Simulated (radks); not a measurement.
Zn3+, 27 electrons, occupied as [Ar] 3d9. All-electron calculation, scalar-relativistic Kohn-Sham, PBE, spin-polarised, spherical densities, finite nucleus; open shells are filled with parallel spins first; Fermi nuclear charge, rms radius 3.9283 fm. Program: a radial shooting solver on a logarithmic mesh with Libxc functionals.

Local quantities along the radius. ELF = 1/(1 + alpha^2) is the electron localisation function; alpha = (tau - tau_W)/tau_unif compares the Pauli kinetic energy density with that of the uniform gas (summed over spins); r v_xc is r times the local exchange-correlation potential of spin up (hartree bohr); -r V(r) is the screened charge that the Kohn-Sham potential of spin up presents (atomic units). tau is taken from the large components.

| r (bohr) | ELF | alpha | r v_xc | -r V(r) |
|---|---|---|---|---|
| 0.001905 | 1.000 | 0.01759 | -0.08941 | 29.82 |
| 0.002481 | 1.000 | 0.01785 | -0.1023 | 29.75 |
| 0.00323 | 1.000 | 0.01853 | -0.1194 | 29.66 |
| 0.004207 | 1.000 | 0.01971 | -0.1412 | 29.54 |
| 0.005477 | 1.000 | 0.02162 | -0.1686 | 29.39 |
| 0.007075 | 0.999 | 0.02448 | -0.2011 | 29.20 |
| 0.009213 | 0.999 | 0.02909 | -0.2412 | 28.95 |
| 0.012 | 0.999 | 0.03658 | -0.2878 | 28.63 |
| 0.01562 | 0.998 | 0.04945 | -0.3398 | 28.21 |
| 0.02034 | 0.995 | 0.07325 | -0.3944 | 27.69 |
| 0.02628 | 0.986 | 0.1194 | -0.4454 | 27.06 |
| 0.03421 | 0.952 | 0.2245 | -0.4893 | 26.27 |
| 0.04455 | 0.816 | 0.4749 | -0.5182 | 25.30 |
| 0.05801 | 0.496 | 1.009 | -0.5320 | 24.14 |
| 0.07554 | 0.292 | 1.559 | -0.5416 | 22.78 |
| 0.09758 | 0.376 | 1.287 | -0.6148 | 21.29 |
| 0.1271 | 0.654 | 0.7279 | -0.7583 | 19.59 |
| 0.1654 | 0.801 | 0.4987 | -0.8607 | 17.69 |
| 0.2154 | 0.737 | 0.5973 | -0.8748 | 15.63 |
| 0.2783 | 0.372 | 1.300 | -0.8114 | 13.54 |
| 0.3624 | 0.224 | 1.863 | -0.7899 | 11.33 |
| 0.4718 | 0.547 | 0.9097 | -1.006 | 9.280 |
| 0.6144 | 0.762 | 0.5592 | -1.143 | 7.317 |
| 0.8 | 0.744 | 0.5864 | -1.129 | 5.715 |
| 1.033 | 0.565 | 0.8769 | -0.9907 | 4.656 |
| 1.346 | 0.261 | 1.681 | -0.7799 | 3.997 |
| 1.752 | 0.071 | 3.623 | -0.5847 | 3.638 |
| 2.282 | 0.013 | 8.808 | -0.4683 | 3.477 |
| 2.971 | 0.001 | 28.84 | -0.3213 | 3.322 |
| 3.838 | 0.000 | 147.8 | -0.1500 | 3.150 |

On this mesh the ELF has minima near r = 0.076, 0.36 bohr, which separate the shells, and maxima near 0.17 (0.80), 0.70 (0.77).
